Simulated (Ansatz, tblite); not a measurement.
Cost and result up the ladder for the cluster Ga4F5⁺ (the lowest singlet isomer of a short search) (9 atoms). The state is a singlet with charge 1. Geometry: PBE0-D4/def2-SVP.

```tsv
atom	x (Å)	y (Å)	z (Å)
Ga1	0.429	0.004	-2.646
Ga2	-1.144	-2.423	-0.064
Ga3	2.423	-1.022	0.517
Ga4	-0.526	1.059	0.675
F5	0.632	-1.273	-0.811
F6	-1.191	2.396	1.527
F7	-0.321	1.254	-1.131
F8	1.149	0.518	1.170
F9	-1.452	-0.514	0.763
```

Ansatz on 4 threads of Arm Neoverse N1 on a shared host; xTB runs through tblite on one thread. Times are rough, summed over both states, and most runs start from the orbitals of an earlier one. B2PLYP/def2-TZVP serves as the yardstick here, not as an exact answer. The other state is a triplet at its own geometry.

The xTB rows come from tblite. LC-ωPBE has ω = 0.4 bohr⁻¹. Correlated methods freeze 41 core orbitals; core or outer-core shells of Ga are correlated, in sets that lack core-valence functions. The structure comes from a short search, and lower isomers may exist.

xTB has no spin-polarisation term.

| level | functions | wall time | triplet − singlet (eV) | difference from B2PLYP/def2-TZVP (eV) |
| --- | --- | --- | --- | --- |
| GFN1-xTB | 56 | 0.035 s | 4.87 | 2.12 |
| GFN2-xTB | 56 | 0.051 s | 6.20 | 3.44 |
| PBE-D4/def2-TZVP | 347 | 35 s | 2.79 | 0.03 |
| LC-ωPBE/def2-TZVP | 347 | 63 s | 2.29 | -0.47 |
| r2SCAN-D4/def2-TZVP | 347 | 89 s | 2.34 | -0.42 |
| PBE0-D4/def2-TZVP | 347 | 1.7 min | 2.55 | -0.20 |
| B2PLYP/def2-TZVP (with forces) | 347 | 4.1 min | 2.76 | 0.00 |
